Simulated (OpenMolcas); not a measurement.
# Pb: thermal populations, worked from levels

- Program: OpenMolcas
- Basis: ANO-RCC-VTZP [8s7p5d3f2g]
- Scalar Hamiltonian: DKH2, point nucleus
- Active space: 4 electrons in 4 orbitals (6s 6p)
- State averaging: 2S+1 = 3 even, 6 roots (3 in the spin-orbit step); 2S+1 = 1 even, 6 roots kept (CI in the orbitals of an earlier block); 2S+1 = 5 odd, 1 root; 2S+1 = 3 odd, 5 roots kept (CI in the orbitals of an earlier block, 0 in the spin-orbit step)
- Spin-orbit coupling: state interaction with AMFI integrals over the reference wave functions, term energies averaged over their components

Methods: CASSCF; SS-CASPT2, IPEA 0.25 Eh, imaginary shift 0.1 Eh (closed shells correlated: 5d). Measured levels: NIST Handbook of Basic Atomic Spectroscopic Data.

**Thermal populations.** Z = Σ (2J + 1) exp(-E/kT) with k = 0.695035 cm-1/K, over the levels below. No other level of either list lies under 34900 cm-1, which is above 7 kT at each temperature.

```json
{"Level": "6s² 6p² ³P₀", "2J + 1": "1", "SS-CASPT2": "0.0", "measured": "0.0"}
{"Level": "6s² 6p² ³P₁", "2J + 1": "3", "SS-CASPT2": "7080", "measured": "7819"}
{"Level": "6s² 6p² ³P₂ [60 %]", "2J + 1": "5", "SS-CASPT2": "9930", "measured": "10650"}
{"Level": "6s² 6p² ¹D₂ [60 %]", "2J + 1": "5", "SS-CASPT2": "19650", "measured": "21458"}
{"Level": "6s² 6p² ¹S₀", "2J + 1": "1", "SS-CASPT2": "28790", "measured": "29467"}
```

```csv
T (K),"Z, SS-CASPT2","Z, measured levels","Ground level (%), SS-CASPT2","Ground level (%), measured levels"
3000,1.144,1.101,87.4,90.8
5000,1.696,1.560,59.0,64.1
```

At 5000 K, kT = 3475 cm-1, and the computed levels give Z = 1.000 + 0.391 + 0.287 + 0.018 + 0.000 = 1.696.

CASPT2 does not keep the components of a term degenerate, so their means are used; among the terms shown or strongly mixed into the levels shown the widest spread is 320 cm-1 (6s² 6p² ¹D, SS-CASPT2). Some high roots are left out of the spin-orbit mixing, which shifts the levels that they would mix with. Terms from blocks run as CI alone lack orbitals of their own. Spin-orbit splittings of 6p shells tend to come out small when the coupling is added on scalar orbitals. Computed and measured levels are paired by configuration, term and J; levels that our copy of the source lacks, or whose pairing is in doubt (as where it misses far off the trend of its configuration), stay unpaired and out of the deviations. Where the source uses jj or jK labels, the order within each J decides. Levels of configurations outside the active space are missing.

A share in square brackets marks a mixed level and gives the weight of the term that names it, the lowest over the columns.
